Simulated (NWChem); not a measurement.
All runs are NWChem calculations. System: HBN, charge 0, spin multiplicity 4, at the geometry of a parent with another charge or spin, in a state set for the comparison that need not be this species' ground state. Its SCF solution wasn't tested for a lower state. Level: UB3LYP/def2-TZVP, VWN1-RPA local correlation.

Job file:

```
start mol
memory heap 200 mb stack 900 mb global 1100 mb
geometry units angstroms nocenter noautoz
  B      0.000000     0.000000    -0.613379
  N      0.000000     0.000000     0.694817
  H      0.000000     0.000000    -1.796827
  symmetry group C2v
end
basis spherical
  * library def2-tzvp
end
dft
  xc b3lyp
  odft
  mult 4
  semidirect memsize 60000000 filesize 0
  iterations 100
end
task dft energy
```

Part of the output:

```
             Northwest Computational Chemistry Package (NWChem) 7.3.0
             --------------------------------------------------------

                                NWChem Input Module
                                -------------------

 Scaling coordinates for geometry "geometry" by  1.889725989
 (inverse scale =  0.529177249)

 Turning off AUTOSYM since
 SYMMETRY directive was detected!

                             Geometry "geometry" -> ""
                             -------------------------

 Output coordinates in angstroms (scale by  1.889725989 to convert to a.u.)

  No.       Tag          Charge          X              Y              Z
 ---- ---------------- ---------- -------------- -------------- --------------
    1 B                    5.0000     0.00000000     0.00000000    -0.61337900
    2 N                    7.0000     0.00000000     0.00000000     0.69481700
    3 H                    1.0000     0.00000000     0.00000000    -1.79682700

 Effective nuclear repulsion energy (a.u.)      17.8802290576

            Nuclear Dipole moment (a.u.)
            ----------------------------
        X                 Y               Z
 ---------------- ---------------- ----------------
     0.0000000000     0.0000000000    -0.0000056692

      Symmetry information
      --------------------

 Group name             C2v
 Group number             16
 Group order               4
 No. of unique centers     3

      Symmetry unique atoms

     1    2    3


 Summary of "ao basis" -> "" (spherical)
 ------------------------------------------------------------------------------
       Tag                 Description            Shells   Functions and Types
 ---------------- ------------------------------  ------  ---------------------
 *                         def2-tzvp                  on all atoms

                                 NWChem DFT Module
                                 -----------------

 Summary of "ao basis" -> "ao basis" (spherical)
 ------------------------------------------------------------------------------
       Tag                 Description            Shells   Functions and Types
[...]
    43      0.250218  2 N  px                 6      0.232297  1 B  px
     9      0.163820  1 B  px                12      0.117637  1 B  px
    18     -0.027778  1 B  d  1

 Vector    8  Occ=0.000000D+00  E= 1.054333D-02  Symmetry=b2
              MO Center= -2.2D-16,  2.2D-14, -5.2D-01, r^2= 3.3D+00
   Bfn.  Coefficient  Atom+Function         Bfn.  Coefficient  Atom+Function
  ----- ------------  ---------------      ----- ------------  ---------------
    13      0.691852  1 B  py                44     -0.495599  2 N  py
    10      0.322196  1 B  py                38     -0.275863  2 N  py
     7      0.262772  1 B  py                41     -0.207549  2 N  py
    21     -0.050553  1 B  d -1

   alpha - beta orbital overlaps
   -----------------------------

   alpha      1      2      3      4      5      6      7      8      9     10
    beta      1      2      3      4      7      6      5      9      8     10
 overlap   1.000  1.000  0.998  0.961  0.983  0.980  0.962  0.943  0.973  0.992

   alpha     11     12     13     14     15     16     17     18     19     20
    beta     11     13     12     14     15     16     17     18     20     19
 overlap   0.994  0.958  0.993  0.991  0.939  0.944  1.000  0.985  0.976  0.984

   alpha     21     22     23     24     25     26     27     28     29     30
    beta     22     21     23     24     25     27     26     28     30     29
 overlap   0.987  0.990  0.998  0.990  0.989  0.999  1.000  0.995  1.000  0.921

   alpha     31     32     33     34     35     36     37     38     39     40
    beta     31     32     33     36     35     34     38     37     40     41
 overlap   0.921  0.999  0.999  0.996  0.995  0.990  0.996  0.990  1.000  0.960

   alpha     41     42     43     44     45     46     47     48     49     50
    beta     39     42     43     45     44     46     47     49     48     51
 overlap   0.951  1.000  0.985  0.996  0.995  0.995  0.995  0.996  0.995  0.999

   alpha     51     52     53     54     55     56     57     58     59     60
    beta     50     52     53     54     56     55     57     58     60     59
 overlap   0.999  0.999  0.999  0.999  1.000  1.000  0.996  0.996  0.996  0.996

   alpha     61     62     63     64     65     66     67     68
    beta     61     62     63     64     65     66     67     68
 overlap   1.000  1.000  1.000  1.000  1.000  1.000  1.000  1.000

     --------------------------
     Expectation value of S2:
     --------------------------
      <S2> =      3.7588 (Exact =     3.7500)

 center of mass
 --------------
 x =   0.00000000 y =   0.00000000 z =   0.08466693

 moments of inertia (a.u.)
 ------------------
          50.366163890147           0.000000000000           0.000000000000
           0.000000000000          50.366163890147           0.000000000000
           0.000000000000           0.000000000000           0.000000000000

     Multipole analysis of the density
     ---------------------------------

     L   x y z        total         alpha         beta         nuclear
     -   - - -        -----         -----         ----         -------
     0   0 0 0     -0.000000     -8.000000     -5.000000     13.000000

     1   1 0 0     -0.000000     -0.000000     -0.000000      0.000000
     1   0 1 0     -0.000000     -0.000000     -0.000000      0.000000
     1   0 0 1     -0.154025     -0.431047      0.277028     -0.000006

     2   2 0 0    -10.728239     -8.494048     -2.234192      0.000000
     2   1 1 0     -0.000000     -0.000000     -0.000000      0.000000
     2   1 0 1     -0.000000     -0.000000     -0.000000      0.000000
     2   0 2 0     -8.179524     -5.877859     -2.301665      0.000000
     2   0 1 1     -0.000000     -0.000000     -0.000000      0.000000
     2   0 0 2    -10.708159    -23.768772    -17.254691     30.315304

 Task  times  cpu:        0.5s     wall:        0.5s

 Total times  cpu:        0.5s     wall:        0.5s
```
